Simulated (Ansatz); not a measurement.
This singlet lies 2.53 eV below the relaxed triplet at the level frozen-core CCSD(T)/cc-pVTZ // B3LYP-D3(BJ)/def2-TZVP (Ansatz, a quantum-chemistry and plane-wave program).

Species: HFGeS, SMILES `[F][Ge][SH]` (lower singlet; F–Ge–S–H torsion 0°) (charge 0, multiplicity 1).

Question: Give a relaxed geometry from B3LYP-D3(BJ)/def2-TZVP (Ansatz).

Answer: Several could match; the one computed here: the end point of this relaxation, one of several conformers (outside a Z-matrix the atoms follow the SMILES, hydrogens last).
Cartesian coordinates (Å) in one orientation:
```xyz
4

F      1.427    -0.816    -0.056
Ge     0.992     0.906    -0.027
S     -1.254     0.627     0.048
H     -1.166    -0.716     0.034
```
